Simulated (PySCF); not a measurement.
Input of a run (PBE0-D3(BJ)/def2-SVP geometry optimisation, gas phase (PySCF 2.14.0)), started from GFN2-xTB:
```
{"job": {"xc": "PBE0", "basis": "def2-SVP", "d3": "d3bj", "grid": 1, "shake": 0.03, "kind": "geom"}, "charge": 0, "multiplicity": 1}
F     -0.631100     1.511860     0.003180
Ga    -0.011130    -0.011030    -0.016020
F      1.666830    -0.194890    -0.027200
F     -0.920850    -1.386830    -0.036140
```

Output (energies in Eh, forces in Eh/bohr):
```
step   0  E = -2223.46562756  max force = 0.058140
step   1  E = -2223.47552398  max force = 0.006603
step   2  E = -2223.47558156  max force = 0.002902
step   3  E = -2223.47570077  max force = 0.001678
step   4  E = -2223.47573141  max force = 0.000822
step   5  E = -2223.47575222  max force = 0.000159
step   6  E = -2223.47576530  max force = 0.000458
step   7  E = -2223.47511245  max force = 0.007057
step   8  E = -2223.47570638  max force = 0.003454
step   9  E = -2223.47584371  max force = 0.002328
step  10  E = -2223.47582834  max force = 0.000439
step  11  E = -2223.47582686  max force = 0.000194
optimisation converged
```

Question: Summarise the run.

Answer: The energy falls by 6.4 kcal/mol over 12 energy and gradient evaluations, the largest force component goes from 0.0581 to 1.9e-04 Eh/bohr, and the atoms move by 0.066 Å rms after alignment. The bond that changes most is F1–Ga2 (ends: fluorine bonded to Ga; gallium bonded to 3 F), which lengthens by 0.083 Å. Bonds longer at the end by more than 0.005 Å: 3 of 3; shorter: 0. Among the angles that change most is F1–Ga2–F4, from 124.4° to 119.9°. The energy rose by more than 1e-6 Eh at steps 7, 10 and 11. The first step brought 97 % of the lowering.

Question: What are the final bond lengths?

Answer: F1–Ga2 1.727 Å, Ga2–F3 1.727 Å, Ga2–F4 1.727 Å. Numbering counts from 1 in the input's order; the species is `[F][Ga]([F])[F]`.

The run used 74 basis functions and 72 SCF cycles in all. Hardware: one thread of an Arm Neoverse V1, no GPU (shared host). Cost: 19 s wall, 0.30 GiB resident at most.

No frequency check.
